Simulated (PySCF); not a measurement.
Several molecules and their computed UV-vis stick spectra, shuffled. Computed with TDDFT PBE0/def2-SVPD, vertical, gas phase, core orbitals frozen in the response in PySCF 2.14.0, density-fitted response routines. Geometries: PBE0-D3(BJ)/def2-SVP; one conformer of each isolated species. Triplets are in the Tamm–Dancoff approximation. Ions are computed without counter-ions or solvent.

A. `ClC(c1ccc(cc1)F)=O`
B. `COBP1[SiH2]CC[SiH2]1`
C. `C[C+]1CC[C@@H](CCl)C1`

Lowest singlet levels (six at most, fewer where fewer were computed) with oscillator strengths:

1. 4.90 eV (f 0.019); 5.43 eV (f 0.007); 5.94 eV (f 0.013); 6.18 eV (f 0.011); 6.25 eV (f 0.040); 6.27 eV (f 0.045); T1 4.21 eV
2. 3.40 eV (f 0.004); 3.71 eV (f 0.069); 4.86 eV (f 0.021); 5.12 eV (f 0.001); 5.49 eV (f 0.001); 5.75 eV (f 0.017)
3. 4.60 eV (f 0.000); 4.93 eV (f 0.008); 5.11 eV (f 0.306); 5.74 eV (f 0.000); 6.05 eV (f 0.009); 6.23 eV (f 0.148); T1 3.57 eV

Question: Which spectrum belongs to which structure?

Answer: 1 = B, 2 = C, 3 = A.
- A: S1 at 4.60 eV, HOMO-2→LUMO (94%); Löwdin shares by element: HOMO carbon 52% or more, fluorine 11% (atoms not listed hold the other 37%); LUMO carbon 44% or more, oxygen 18% (atoms not listed hold the other 38%); HOMO -8.04 and LUMO -2.33 eV.
- B: S1 at 4.90 eV, HOMO→LUMO (94%); Löwdin shares by element: HOMO phosphorus 54%, silicon 14%, boron 12% (atoms not listed hold the other 20%); LUMO boron 29%, phosphorus 19%, oxygen 13%, silicon 12% or more (atoms not listed hold the other 26%); HOMO -6.85 and LUMO -0.78 eV.
- C: S1 at 3.40 eV, HOMO→LUMO (91%), HOMO-1→LUMO (8%); Löwdin shares by element: HOMO chlorine 75%, carbon 12% or more, hydrogen 5% or more; LUMO carbon 74% or more (atoms not listed hold the other 26%); HOMO -12.21 and LUMO -7.91 eV.
